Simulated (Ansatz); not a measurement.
Calculated with Ansatz (gas phase, PBE0-D4/def2-TZVP geometries, no zero-point term in ΔE). CCSD(T)/CBS adds triple-zeta CCSD(T) − MP2 to the extrapolated MP2 energy (def2 sets, frozen cores). Each species was taken in one conformer, which may not be the lowest.

`CB(N)[SiH3]` + `CS[SiH2]O` → `CSB(C)N` + `O[SiH2][SiH3]`  (redistribution)

`CB(N)[SiH3]`:

```xyz
12

C     0.169    1.219    1.062
B     0.083   -0.141    0.278
N     0.348   -1.345    0.925
Si   -0.413   -0.203   -1.688
H    -0.786    1.753    1.020
H     0.443    1.104    2.115
H     0.900    1.889    0.596
H     0.308   -2.243    0.474
H     0.599   -1.395    1.900
H     0.541    0.584   -2.523
H    -1.768    0.374   -1.932
H    -0.424   -1.597   -2.226
```

`CS[SiH2]O`:

```xyz
10

C     1.502   -0.747    0.331
S     0.838    0.086   -1.143
Si   -0.918    0.934   -0.314
O    -2.004   -0.184    0.215
H     0.798   -1.485    0.713
H     1.740   -0.023    1.109
H     2.417   -1.253    0.024
H    -1.461    1.779   -1.408
H    -0.603    1.723    0.899
H    -2.309   -0.828   -0.428
```

`CSB(C)N`:

```xyz
13

C    -0.561    2.025   -0.382
S     1.051    1.241   -0.164
B     0.643   -0.513    0.122
C    -0.837   -1.043    0.139
N     1.725   -1.377    0.329
H    -1.090    1.613   -1.240
H    -0.375    3.084   -0.560
H    -1.175    1.923    0.512
H    -1.432   -0.542    0.909
H    -0.891   -2.119    0.327
H    -1.341   -0.848   -0.812
H     1.598   -2.360    0.494
H     2.686   -1.085    0.326
```

`O[SiH2][SiH3]`:

Z-matrix (Å, degrees):
```
Si
Si 1 2.347
O 1 1.654 2 112.4
H 1 1.484 2 110.6 3 117.6
H 1 1.493 2 108.5 3 -123.5
H 2 1.489 1 110.0 3 177.8
H 2 1.491 1 110.1 3 58.6
H 2 1.488 1 111.4 3 -61.5
H 3 0.958 1 117.6 2 -58.8
```

| level | ΔE (eV) |
| --- | --- |
| SCS-MP2/def2-TZVPP | -0.02 |
| CCSD(T)/def2-TZVPP | -0.04 |

Question: What does CCSD(T)/CBS give? (Best estimate.)

Answer: The calculation gave: -0.03 eV. The listed levels differ from it by 0.01, -0.01 eV.

Largest T1 diagnostic among the species: 0.013.
